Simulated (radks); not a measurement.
Values are calculated unless marked as measured or tabulated.
Task: The mean radii <r> (bohr) of the occupied orbitals of an atom or ion are listed with their occupations. Level of theory: non-relativistic Kohn-Sham, TPSS, spin-polarised, spherical densities, point nucleus; meta-GGA in the generalised Kohn-Sham scheme (a radial shooting solver on a logarithmic mesh with Libxc functionals).

| orbital | occ. | <r> |
|---|---|---|
| 1s up | 1 | 0.03544 |
| 1s down | 1 | 0.03544 |
| 2s up | 1 | 0.1535 |
| 2s down | 1 | 0.1534 |
| 2p up | 3 | 0.1316 |
| 2p down | 3 | 0.1315 |
| 3s up | 1 | 0.3906 |
| 3s down | 1 | 0.3915 |
| 3p up | 3 | 0.3780 |
| 3p down | 3 | 0.3791 |
| 3d up | 2 | 0.3382 |

Name the element and its charge. Open shells, if any, are filled with parallel spins first.

Result: Z = 43, technetium, charge +23: Tc23+ in [Ar] 3d2. The 1s radius gives Z: for a bare nucleus <r> = 1.5/Z, 0.03488 bohr for Z = 43, and screening makes it slightly larger (0.03544 here). The occupations add up to 20, and the charge is Z minus that.
